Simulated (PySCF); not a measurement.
C5H10, SMILES C=CCCC, singlet, GFN2-xTB optimised geometry.

```
15

C      1.41    -1.89    -0.91
C      0.66    -1.29     0.00
C     -0.83    -1.29     0.00
C     -1.40     0.13     0.00
C     -1.06     0.88    -1.28
H      0.98    -2.43    -1.74
H      2.49    -1.86    -0.87
H      1.12    -0.75     0.82
H     -1.21    -1.84    -0.87
H     -1.19    -1.81     0.90
H     -1.01     0.67     0.86
H     -2.49     0.08     0.11
H      0.02     0.93    -1.41
H     -1.47     0.36    -2.15
H     -1.46     1.89    -1.26
```

Density from CAM-B3LYP/def2-TZVP run with PySCF at that geometry.

Minimum of the electron density along straight lines between bonded atoms, close to the bond critical point (lines longer than 1.1 times the sum of covalent radii, or with two minima, are not listed):

```
bond    length / Å  ρ at the minimum / e bohr⁻³  ∇²ρ there / e bohr⁻⁵  position (fraction from the first atom)
------  ----------  ---------------------------  --------------------  ---------------------------------------
C1–C2        1.319                        0.363                 -1.14                                     0.50
C2–C3        1.495                        0.265            (withheld)                                     0.51
C3–C4        1.532                        0.245                 -0.61                                     0.50
C4–C5        1.523                        0.249                 -0.63                                     0.50
C1–H6        1.078                        0.287                 -1.03                                     0.64
C1–H7        1.077                        0.288                 -1.04                                     0.64
C2–H8        1.083                        0.286                 -1.02                                     0.64
C3–H9        1.092                        0.280                 -0.97                                     0.64
C3–H10       1.095                        0.277                 -0.95                                     0.64
C4–H11       1.093                        0.280                 -0.96                                     0.64
C4–H12       1.092                        0.280                 -0.97                                     0.64
C5–H13       1.087                        0.281                 -0.97                                     0.64
C5–H14       1.087                        0.280                 -0.96                                     0.64
C5–H15       1.087                        0.280                 -0.97                                     0.64
```

Problem. Complete the blanks.

Solution. 
- C2–C3, ∇²ρ there / e bohr⁻⁵: -0.71
